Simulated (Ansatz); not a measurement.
`C[SiH](F)P` + H₂S → `PS` + `C[SiH2]F` at 400 K and 1 bar (cleavage of the P–Si bond).

Calculated with Ansatz (gas phase, PBE0-D4/def2-TZVP geometries, no zero-point term in ΔE). CCSD(T)/CBS adds triple-zeta CCSD(T) − MP2 to the extrapolated MP2 energy (def2 sets, frozen cores). This one scheme is used for every species. Each species was taken in one conformer, which may not be the lowest.

```
     species  CCSD(T)/CBS energy (Eh)  H − E (kJ/mol)  S (J/(mol·K))
`C[SiH](F)P`               -771.55123           206.1          373.2
         H₂S               -398.97279            53.4          215.9
        `PS`               -740.51379            89.7          283.7
  `C[SiH2]F`               -430.00374           171.0          310.0
```

H − E and S are ideal-gas, rigid-rotor, harmonic terms from PBE0-D4/def2-TZVP, for one conformer and one mirror image of each species. 1 Eh = 2625.50 kJ/mol, R = 8.31446 J/(mol·K).

**Question.** By hand: ΔE, ΔH, ΔS and ΔG.

**Answer.** ΔE = (-740.51379) + (-430.00374) − (-771.55123) − (-398.97279) = 0.00649 Eh = 17.0 kJ/mol. Δ(H − E) = 89.7 + 171.0 − 206.1 − 53.4 = 1.2, so ΔH = 18.2 kJ/mol. ΔS = 283.7 + 310.0 − 373.2 − 215.9 = 4.6 J/(mol·K). ΔG = 18.2 − 400 × (4.6)/1000 = 16.4 kJ/mol.

**Question.** By hand: the equilibrium constant, and the temperature at which ΔG would vanish if ΔH and ΔS stayed fixed.

**Answer.** log₁₀ K = −ΔG/(RT ln 10) = -2.1. ΔG = 0 at ΔH/ΔS = 3957 K, far beyond where these terms or the molecules hold.

The number of gas molecules stays the same, so ΔS is small and ΔH decides. A doubt of 5 kJ/mol in ΔE shifts log₁₀ K by 0.7 here. Other conformers and mirror images would add mixing entropy, several J/(mol·K) or more a flexible species. These are equilibria of isolated gas molecules and say nothing of rates. Largest T1 diagnostic: 0.012 (customary marks: 0.02 for closed shells, 0.045 for open ones).
